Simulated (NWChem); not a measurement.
System: CH7Si2, doublet; SMILES [SiH3][CH][SiH3]

Parts of the log:

```
             Northwest Computational Chemistry Package (NWChem) 7.3.0
             --------------------------------------------------------

                             Geometry "geometry" -> ""
                             -------------------------

 Output coordinates in angstroms (scale by  1.889725989 to convert to a.u.)

  No.       Tag          Charge          X              Y              Z
 ---- ---------------- ---------- -------------- -------------- --------------
    1 Si                  14.0000     1.67463900    -0.00006000     0.12468500
    2 C                    6.0000     0.00000000     0.00000000    -0.68496100
    3 Si                  14.0000    -1.67463900     0.00006000     0.12468500
    4 H                    1.0000     2.47872900    -1.17432000    -0.32313500
    5 H                    1.0000     2.44252100     1.22424600    -0.24741300
    6 H                    1.0000     1.54578800    -0.04687100     1.60489200
    7 H                    1.0000     0.00000000     0.00000000    -1.77869000
    8 H                    1.0000    -2.44252100    -1.22424600    -0.24741300
    9 H                    1.0000    -2.47872900     1.17432000    -0.32313500
   10 H                    1.0000    -1.54578800     0.04687100     1.60489200

 Effective nuclear repulsion energy (a.u.)     138.5759678640

                              NWChem Property Module
                              ----------------------

  itol2e modified to match energy
  convergence criterion.

                                 NWChem DFT Module
                                 -----------------

 Summary of "ao basis" -> "ao basis" (spherical)
 ------------------------------------------------------------------------------
       Tag                 Description            Shells   Functions and Types
 ---------------- ------------------------------  ------  ---------------------
 Si                         iglo-iii                18       44   8s7p3d
 C                          iglo-iii                15       35   7s6p2d
 H                          iglo-iii                 6       10   4s2p

  itol2e modified to match energy
  convergence criterion.

            General Information
            -------------------
          SCF calculation type: DFT
          Wavefunction type:  spin polarized.
          No. of atoms     :    10
          No. of electrons :    41
           Alpha electrons :    21
            Beta electrons :    20
          Charge           :     0
          Spin multiplicity:     2
          Use of symmetry is: off; symmetry adaption is: off
          Maximum number of iterations: 150
          AO basis - number of functions:   193
                     number of shells:    93
          Convergence on energy requested:  1.00D-07
          Convergence on density requested:  1.00D-05
          Convergence on gradient requested:  5.00D-04

              XC Information
              --------------
                  TPSS hybrid Method XC Functional
                     Hartree-Fock (Exact) Exchange  0.100
                  TPSS metaGGA Exchange Functional  0.900
             TPSS03 metaGGA Correlation Functional  1.000

             Grid Information
             ----------------
          Grid used for XC integration:  fine
          Radial quadrature: Mura-Knowles
          Angular quadrature: Lebedev.
          Tag              B.-S. Rad. Rad. Pts. Rad. Cut. Ang. Pts.
          ---              ---------- --------- --------- ---------
          Si                  1.10      123          13.0       770
          C                   0.70       70          11.0       590
          H                   0.35       60          14.0       590
          Grid pruning is: on
          Number of quadrature shells:   736
          Spatial weights used:  Erf1

      Superposition of Atomic Density Guess
      -------------------------------------

 Sum of atomic energies:        -618.83756583

      Non-variational initial energy
      ------------------------------

[...]

          ----------------------
          Hyperfine Interactions
          ----------------------

 Total Spin Density (Fermi Contact Term)
 ------------------ --------------------
     Atom            x         y         z       Density (a.u.)      Aiso(MHz)     Aiso(Gauss)
     1  29-Si     3.16461  -0.00011   0.23562      -0.054386         48.334163      17.246802
     2  13-C      0.00000   0.00000  -1.29439       0.060929         68.495676      24.440919
     3  29-Si    -3.16461   0.00011   0.23562      -0.054386         48.334166      17.246803
     4   1-H      4.68412  -2.21914  -0.61064       0.013283         59.372406      21.185515
     5   1-H      4.61570   2.31349  -0.46754       0.014548         65.027782      23.203490
     6   1-H      2.92112  -0.08857   3.03281      -0.000967         -4.322207      -1.542268
     7   1-H      0.00000   0.00000  -3.36124      -0.010564        -47.221676     -16.849840
     8   1-H     -4.61570  -2.31349  -0.46754       0.014548         65.027782      23.203491
     9   1-H     -4.68412   2.21914  -0.61064       0.013283         59.372408      21.185516
    10   1-H     -2.92112   0.08857   3.03281      -0.000967         -4.322207      -1.542269

           -------------------------------------------
           Anisotropic Interaction (Spin-Dipolar Term)
           -------------------------------------------

 ------------------------------------------------------------
     Atom            x         y         z
 ------------------------------------------------------------
     1  29-Si     3.16461  -0.00011   0.23562

   Spin-Dipolar term (a.u.)
        xx             yy             zz             xy             xz             yz
 ------------------------------------------------------------------------------------------
      -0.013788      -0.004959       0.018747      -0.000116      -0.018085       0.000029

   Principal Comp. of -hf- tensor (au)            Anisotropic -hfcc- (MHz)               Anisotropic -hfcc- (Gauss)
 --------------------------------------------------------------------------------------------------------------------------
     -0.021847    -0.004958     0.026805       2.317568     0.525986    -2.843553       0.826964     0.187684    -1.014649

   Orientation of the principal axis of Hyperfine Tensor w.r.t absolute (molecular) frame
 --------------------------------------------------------------------------------------------------------------------------
      0.913431    -0.004174    -0.406972
      0.005600     0.999982     0.002313
      0.406955    -0.004392     0.913438

 ------------------------------------------------------------
     Atom            x         y         z
 ------------------------------------------------------------
     2  13-C      0.00000   0.00000  -1.29439

   Spin-Dipolar term (a.u.)
        xx             yy             zz             xy             xz             yz
 ------------------------------------------------------------------------------------------
      -0.519836       1.037407      -0.517571       0.000226      -0.000000       0.000000

   Principal Comp. of -hf- tensor (au)            Anisotropic -hfcc- (MHz)               Anisotropic -hfcc- (Gauss)
 --------------------------------------------------------------------------------------------------------------------------
     -0.519836     1.037407    -0.517571     -69.756976   139.210091   -69.453115     -24.890982    49.673538   -24.782557

   Orientation of the principal axis of Hyperfine Tensor w.r.t absolute (molecular) frame
 --------------------------------------------------------------------------------------------------------------------------
      1.000000     0.000145    -0.000001
     -0.000145     1.000000    -0.000000
      0.000001     0.000000     1.000000

 ------------------------------------------------------------
     Atom            x         y         z
 ------------------------------------------------------------
     3  29-Si    -3.16461   0.00011   0.23562

   Spin-Dipolar term (a.u.)
        xx             yy             zz             xy             xz             yz
 ------------------------------------------------------------------------------------------
      -0.013788      -0.004959       0.018747      -0.000116       0.018085      -0.000029

   Principal Comp. of -hf- tensor (au)            Anisotropic -hfcc- (MHz)               Anisotropic -hfcc- (Gauss)
 --------------------------------------------------------------------------------------------------------------------------
     -0.021847    -0.004958     0.026805       2.317568     0.525986    -2.843553       0.826964     0.187684    -1.014649

   Orientation of the principal axis of Hyperfine Tensor w.r.t absolute (molecular) frame
 --------------------------------------------------------------------------------------------------------------------------
      0.913431    -0.004174     0.406972
      0.005600     0.999982    -0.002313
     -0.406955     0.004392     0.913438

 ------------------------------------------------------------
     Atom            x         y         z
 ------------------------------------------------------------
     4   1-H      4.68412  -2.21914  -0.61064

   Spin-Dipolar term (a.u.)
        xx             yy             zz             xy             xz             yz
 ------------------------------------------------------------------------------------------
       0.006983      -0.002153      -0.004830      -0.004585       0.001974       0.000131

   Principal Comp. of -hf- tensor (au)            Anisotropic -hfcc- (MHz)               Anisotropic -hfcc- (Gauss)
 --------------------------------------------------------------------------------------------------------------------------
      0.009114    -0.003553    -0.005560       4.862543    -1.895923    -2.966620       1.735073    -0.676511    -1.058562

[...]
```

Level: TPSSh/IGLO-III, spin-unrestricted, contact and dipolar terms. In the optimisation the excess spin sits in b (C2, its own frame). Structure relaxed at the B3LYP/6-31G* (spherical d), spin-unrestricted level. No stability test was run on the SCF state.

Reconstruct the input file.

One answer among several that fit: the input that was run:
```
start job
memory heap 200 mb stack 900 mb global 1100 mb
geometry units angstroms noautosym nocenter noautoz
  Si     1.674639    -0.000060     0.124685
  C      0.000000     0.000000    -0.684961
  Si    -1.674639     0.000060     0.124685
  H      2.478729    -1.174320    -0.323135
  H      2.442521     1.224246    -0.247413
  H      1.545788    -0.046871     1.604892
  H      0.000000     0.000000    -1.778690
  H     -2.442521    -1.224246    -0.247413
  H     -2.478729     1.174320    -0.323135
  H     -1.545788     0.046871     1.604892
end
basis spherical
  * library iglo-iii
end
dft
  odft
  mult 2
  xc xctpssh
  iterations 150
  semidirect filesize 400000000
end
property
  hyperfine
end
task dft property
```
